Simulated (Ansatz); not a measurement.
Mulliken charges of CH$_{2}$IN, SMILES `N=CI` from PBE/def2-TZVPP in Ansatz (PBE0-D4/def2-TZVP geometry).

```tsv
atom	x (Å)	y (Å)	z (Å)	charge (e)
N1	-0.914	-0.415	0.181	-0.182
C2	0.210	0.071	-0.048	-0.096
I3	1.876	-0.452	1.126	0.009
H4	-1.612	-0.061	-0.475	0.171
H5	0.489	0.783	-0.826	0.097
```

Task: By hand: the dipole of these point charges (1 e Å = 4.8032 D).

Result: Σ q r = (-0.065, 0.130, -0.180) e Å, of length 0.231 e Å = 1.11 D.

Task: How does the dipole of the full density compare? (Best estimate.)

Result: Computed: (-0.085, 0.275, -0.362) e Å, 2.22 D; the point charges give 0.50 times that, at 6° from its direction.

Point charges leave out the atoms' own dipoles, such as those of lone pairs, and Mulliken's split depends on the basis, so the two needn't agree.
